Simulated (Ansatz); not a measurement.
Mulliken charges of ClGeH5Si (`[SiH3][GeH2][Cl]`) from r2SCAN/def2-TZVPP in Ansatz (PBE0-D4/def2-TZVP geometry).

```tsv
atom	x (Å)	y (Å)	z (Å)	charge (e)
Si1	-0.864	0.827	-0.302	0.168
Ge2	0.738	-0.882	0.118	0.310
Cl3	1.963	-0.184	1.766	-0.335
H4	-1.745	0.416	-1.427	-0.053
H5	-0.150	2.079	-0.659	-0.044
H6	-1.679	1.036	0.920	-0.044
H7	1.703	-1.135	-1.051	-0.001
H8	0.125	-2.214	0.579	-0.001
```

**Question.** By hand: the dipole of these point charges (1 e Å = 4.8032 D).

**Answer.** Σ q r = (-0.403, -0.229, -0.541) e Å, of length 0.712 e Å = 3.42 D.

**Question.** How does the dipole of the full density compare? (Estimate.)

**Answer.** Computed: (-0.300, -0.051, -0.324) e Å, 2.14 D; the point charges give 1.60 times that, at 14° from its direction.

Point charges leave out the atoms' own dipoles, such as those of lone pairs, and Mulliken's split depends on the basis, so the two needn't agree.
